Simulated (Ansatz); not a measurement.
# Ligand exchange: CH2Cl2 + C3H7FSn → CH2ClF + C3H7ClSn

Gas-phase species: CH2Cl2 (dichloromethane) `ClCCl`, singlet; C3H7FSn `C[CH](C)[Sn][F]`, singlet; CH2ClF (chlorofluoromethane) `FCCl`, singlet; C3H7ClSn `C[CH](C)[Sn][Cl]`, singlet. The partners trade Cl for F: C–Cl and Sn–F bonds give way to C–F and Sn–Cl.

Shapes, held fixed at every level: PBE0-D4/def2-TZVP. Flexible molecules stand in one conformer, not always the lowest. Programs: Ansatz 0.2.0. The zero-point and thermal change to 298 K, harmonic and unscaled (PBE0-D4/def2-TZVP), is +3.0 kJ/mol.

| level | kind | ΔH(298 K) (kJ/mol) | less CCSD(T)/def2-TZVPP |
| --- | --- | --- | --- |
| PBE-D4/def2-TZVPP | GGA | -24.2 | +2.8 |
| BHLYP-D4/def2-TZVPP | global hybrid | -35.9 | -8.9 |
| PBE0-D4/def2-TZVPP | global hybrid | -31.0 | -4.0 |
| MP2/def2-SVP | perturbation theory | -34.4 | -7.4 |
| MP2/def2-TZVPP | perturbation theory | -24.3 | +2.7 |
| CCSD(T)/def2-SVP | coupled cluster or CI | -39.7 | -12.7 |
| CCSD(T)/def2-TZVPP | coupled cluster or CI | -27.0 | 0.0 |

The highest level, CCSD(T)/def2-TZVPP, gives ΔH(298 K) = -27.0 kJ/mol; the levels span -39.7 to -24.2. The column of differences is taken from that level and isn't an error. No measured value is set beside it here. For atoms past krypton def2 sets carry core potentials with scalar relativity. Outer-core shells of Sn are correlated, in sets that cover them unevenly.
